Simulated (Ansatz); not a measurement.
Compare A (`FCOC(F)CF`) with its isomer B (`CCOC(F)(F)F`).

Program: Ansatz. Geometries: PBE0-D4/def2-TZVP. ΔE: electronic, gas phase. CCSD(T)/CBS adds triple-zeta CCSD(T) − MP2 to the extrapolated MP2 energy (def2 sets, frozen cores). Functionals use def2-TZVPP. B3LYP here is the variant with VWN-RPA as its local correlation; programs differ in this. One conformer a species, not always the lowest.

A:

Z-matrix (Å, degrees):
```
C
O 1 1.382
F 1 1.373 2 110.3
H 1 1.094 2 111.7 3 119.5
H 1 1.090 2 106.9 3 -117.6
C 2 1.384 1 115.0 3 -74.4
F 6 1.375 2 109.7 1 -73.9
C 6 1.507 2 106.9 1 167.2
H 6 1.095 2 112.0 1 44.3
F 8 1.372 6 109.5 2 -176.5
H 8 1.093 6 109.4 2 -56.9
H 8 1.093 6 109.5 2 63.7
```

B:

Z-matrix (Å, degrees):
```
C
C 1 1.504
H 1 1.091 2 110.8
H 1 1.092 2 109.6 3 -119.7
H 1 1.091 2 110.8 3 120.6
O 2 1.437 1 107.4 3 -60.4
H 2 1.093 1 111.4 3 58.8
H 2 1.093 1 111.4 3 -179.5
C 6 1.332 2 116.1 1 179.5
F 9 1.343 6 112.8 2 -60.5
F 9 1.343 6 112.8 2 60.0
F 9 1.323 6 108.5 2 179.7
```

Problem. Which is lower in electronic energy at CCSD(T)/CBS, and by how much? (An estimate is asked.)

Solution. The calculation gave: B, by 80.8 kJ/mol.

Problem. Give E(B) − E(A) in kJ/mol with r2SCAN-D4, ωB97M-V, B3LYP-D4, CCSD(T)/def2-TZVPP, B2PLYP, CCSD(T)/def2-SVP, HF/def2-TZVPP. (Best estimate.)

Solution. The calculation gave: r2SCAN-D4 -92.1, ωB97M-V -86.7, B3LYP-D4 -75.7, CCSD(T)/def2-TZVPP -84.0, B2PLYP -79.5, CCSD(T)/def2-SVP -105.0, HF/def2-TZVPP -85.7. None reverses the order clearly.

Problem. Does the order hold for the free energy at 298.15 K (harmonic terms from PBE0-D4)? (Best estimate.)

Solution. Computed: Yes: G(B) − G(A) = -83.2 kJ/mol, for one conformer each. Modes under 60 cm⁻¹, often nearly free rotors, make the harmonic entropy too high.

Largest T1 diagnostic: 0.012.

From PBE to PBE0 (25 % exact exchange), in def2-TZVPP and without D4, E(B) − E(A) moves by −6.7 kJ/mol. At CCSD(T), def2-SVP lies −24.2 kJ/mol from the extrapolated value and def2-TZVPP −3.2 kJ/mol.
